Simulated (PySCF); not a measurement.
C3H4FNSi, SMILES F[Si@H]1C=CC=N1. Atoms are numbered in the order given.

```xyz
10

F      1.9104     0.1667    -0.8463
Si     0.7887    -0.1768     0.2750
C     -0.3829     1.2446     0.6279
C     -1.5934     0.7643     0.2932
C     -1.5659    -0.6486    -0.2545
N     -0.4547    -1.2669    -0.3639
H      1.4938    -0.7487     1.4441
H     -0.2348     2.2460     1.0380
H     -2.5405     1.3080     0.3860
H     -2.5171    -1.1237    -0.5540
```

Geometry optimised at ωB97X-D3(BJ)/def2-SVP. The structure was generated by enumeration; whether it is a known compound was not checked.

Two levels are set side by side: PBE/pcSseg-1 (PySCF) and B3LYP/pcSseg-1 (PySCF). GIAO shifts against CFCl3 (¹⁹F), NH3 (¹⁵N), TMS (²⁹Si), TMS (¹H), TMS (¹³C) at the same level; non-relativistic, no solvent, atoms listed together averaged. Differences are taken from unrounded values.

```csv
quantity,PBE
δ(¹⁹F) of F1 (ppm),-220.6
δ(²⁹Si) of Si2 (ppm),11.0
δ(¹³C) of C3 (ppm),146.7
δ(¹³C) of C4 (ppm),155.0
δ(¹³C) of C5 (ppm),184.4
δ(¹⁵N) of N6 (ppm),373.5
δ(¹H) of H7 (ppm),5.82
δ(¹H) of H8 (ppm),6.95
δ(¹H) of H9 (ppm),7.26
δ(¹H) of H10 (ppm),9.00
```

Problem. These are the PBE values. What does B3LYP give? (An estimate is asked for; the answer gives what the named calculation found.)

Solution. 
| quantity | B3LYP | PBE minus B3LYP |
|---|---|---|
| δ(¹⁹F) of F1 (ppm) | -200.4 | -20.3 |
| δ(²⁹Si) of Si2 (ppm) | 3.4 | 7.6 |
| δ(¹³C) of C3 (ppm) | 148.6 | -1.9 |
| δ(¹³C) of C4 (ppm) | 157.4 | -2.4 |
| δ(¹³C) of C5 (ppm) | 186.4 | -2.1 |
| δ(¹⁵N) of N6 (ppm) | 378.6 | -5.1 |
| δ(¹H) of H7 (ppm) | 5.50 | 0.32 |
| δ(¹H) of H8 (ppm) | 6.90 | 0.05 |
| δ(¹H) of H9 (ppm) | 7.21 | 0.05 |
| δ(¹H) of H10 (ppm) | 8.87 | 0.12 |

Rough cost on one machine, each run with all the roots and properties that it gave: B3LYP against PBE within a factor of 2.
